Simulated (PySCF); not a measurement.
Spinor energies of V¹⁰⁺ (vanadium, charge +10)

Start: [Ne] 3s2 3p1; 3p1/2 filled at m_j = +1/2. Calculated with PySCF 2.14 in an even-tempered Gaussian basis (19 s from 0.64 bohr⁻², ratio 2.4; 13 p from 0.83 bohr⁻², ratio 2.4; 5 d from 3.6 bohr⁻², ratio 2.6; 4 f from 5.5 bohr⁻², ratio 2.6): generalised Hartree-Fock with the X2C-1e Hamiltonian and a Gaussian nucleus; one run each with spin-orbit coupling (SO) switched off, then screened by Boettger's factors.

```csv
spinor shell,electrons,"ε, spin-free (eV)","ε, screened SO (eV)",weight of nominal j (screened SO),"rms radius, screened SO (bohr)"
1s1/2,2,-5773.5,-5773.3,1.000,0.0767
2s1/2,2,-898.76,-898.65,1.000,0.329
2p1/2,2,-787.77,-793.65,1.000,0.297
3s1/2,2,-279.97,-279.92,0.999,0.883
3p1/2,1,-254.70,-255.50,0.994,0.891
```

(1) Where does 2p3/2 lie, and what is the 2p spin-orbit splitting (screened SO)?

```tsv
quantity	spin-free	screened SO
E (hartree)	-910.01692	-910.05554
M_J	1/2	1/2
⟨J²⟩	1.074	0.773
⟨L²⟩	2.015	2.014
⟨S²⟩	0.755	0.755
```

Each row is a mean over spinors that exchange with the open shell spreads, by up to 3.615 eV (2p1/2).

Without spin-orbit coupling the j labels of p, d and f shells carry no meaning; the spin-free column gives the mean over the occupied spinors of each nl shell, and its ⟨J²⟩ belongs to a mixture of degenerate components.

Answers

(1) At -784.73 eV, 8.914 eV above 2p1/2.
